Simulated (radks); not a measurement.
The numbers below are computed, except where a source is named.
Fractional charge and spin in the 6s shell of thallium: the spin-up occupation runs from 0 to 1 and the spin-down occupation from 0 to 1; the fullest corner is Tl+, [Xe] 4f14 5d10 6s(up 1, down 1). Code: a radial shooting solver on a logarithmic mesh with Libxc functionals. Model: scalar-relativistic Kohn-Sham, r2SCAN, spin-polarised, spherical densities, finite nucleus; meta-GGA in the generalised Kohn-Sham scheme; Fermi nuclear charge, rms radius of each element as measured or else 0.836 A^(1/3) + 0.57 fm. Energy (eV) above the fullest corner. The planes named below are the two flat planes that join the four corners, with an edge along up + down = one added electron.

down \ up,0,0.5,1
0,50.585,34.446,20.383
0.5,34.446,20.831,9.222
1,20.383,9.222,0.000

Corners above the fullest one (they belong to Tl2+ and the next ion): (up 1, down 0) 20.383 eV, (up 0, down 1) 20.383 eV, (up 0, down 0) 50.585 eV. With half an added electron in each spin the energy lies 0.448 eV from the planes (fractional-spin error, the static-correlation error of a stretched bond), and with half an added electron in spin up alone -1.038 eV (fractional-charge error). For a frontier s shell over closed shells the exact functional lies on the planes.
